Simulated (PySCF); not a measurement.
# MBr₂ across group 14

Level: PBE0, basis family def2-TZVP, scalar-relativistic core potentials from Rb on and no relativity for lighter atoms.

Each entry is the lowest minimum that a search over a few typed start shapes (and spin states, where more than one is plausible) found, or that minimum re-optimised at the stated level; isomers with ligand–ligand bonds, or fragments after loss of a ligand pair, can lie lower. Open shells are unrestricted; no spin–orbit coupling; PySCF with density fitting.

| molecule | 2S+1 | point group | mean bond to the central atom (Å) | lowest ω (cm⁻¹) | dipole (D) | highest ω (cm⁻¹) | polar-tensor charge of the central atom |
| --- | --- | --- | --- | --- | --- | --- | --- |
| GeBr₂ | 1 | C2v | 2.342 | 103 | 1.81 | 292 | 1.07 |
| SnBr₂ | 1 | C2v | 2.519 | 80 | 3.01 | 247 | 1.15 |
| PbBr₂ | ? | ? | ? | ? | ? | ? | ? |

Q: Fill in the row of PbBr₂.

A: 2S+1: 1; point group: C2v; mean bond to the central atom (Å): 2.606; lowest ω (cm⁻¹): 65; dipole (D): 4.23; highest ω (cm⁻¹): 217; polar-tensor charge of the central atom: 1.22.

The bond lengthens at every step; the largest change, 0.177 Å, falls between GeBr₂ and SnBr₂ among the members listed.

Spin–orbit coupling can matter for PbBr₂.

Left out of the table are members whose search was unfinished or whose lowest solution was spin-contaminated, unstable, very soft or bonded differently.
